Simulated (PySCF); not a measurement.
C2H6BeSe. Atoms are numbered in the order given.

```xyz
10

Be    -0.0459    -0.5460    -0.3771
C     -0.6425    -1.7280    -1.4183
C     -2.0701    -1.5410    -1.9716
H     -0.5657    -2.7130    -0.8973
H      0.0800    -1.8216    -2.2653
H     -2.1707    -0.5953    -2.5439
H     -2.8260    -1.5032    -1.1597
H     -2.3716    -2.3646    -2.6540
Se     0.7136     0.8992     0.8634
H      0.0514     0.2234     2.0120
```

Geometry: PBE-D3(BJ)/def2-SVP. The structure was generated by enumeration; whether it is a known compound was not checked. The values are those of a single conformer.

Computed with PBE-D3(BJ)/def2-SVP in PySCF.

Frequencies are harmonic and unscaled.

Computed normal modes with their intensities:
```csv
mode,ν (cm⁻¹),IR (km/mol),moving atoms (share of kinetic energy)
1,49,5.8,H 95 %
2,94,0.2,"C 45 %, H 22 %, Be 22 %, Se 10 %"
3,137,2.4,"H 62 %, Be 33 %"
4,251,7.2,"H 63 %, Be 30 %"
5,309,5.8,"C 35 %, Be 34 %, Se 19 %, H 11 %"
6,414,14.7,"Be 42 %, C 38 %, H 15 %"
7,495,16.8,H 89 %
8,617,28.5,"H 64 %, Be 21 %, C 14 %"
9,892,3.2,H 91 %
10,926,16.1,"H 85 %, C 14 %"
11,947,46.1,"Be 43 %, C 41 %, H 15 %"
12,1038,90.3,"C 38 %, H 35 %, Be 27 %"
13,1195,3.2,"H 77 %, C 22 %"
14,1208,44.0,"C 46 %, H 42 %, Be 12 %"
15,1344,7.2,"H 84 %, C 16 %"
16,1360,2.8,"H 90 %, C 10 %"
17,1424,4.5,H 96 %
18,1434,5.2,H 97 %
19,2345,7.0,H 99 %
20,2926,16.8,H 95 %
21,2956,46.8,H 97 %
22,2966,8.6,"H 91 %, C 9 %"
23,3031,25.4,"H 91 %, C 9 %"
24,3045,24.2,"H 91 %, C 9 %"
```
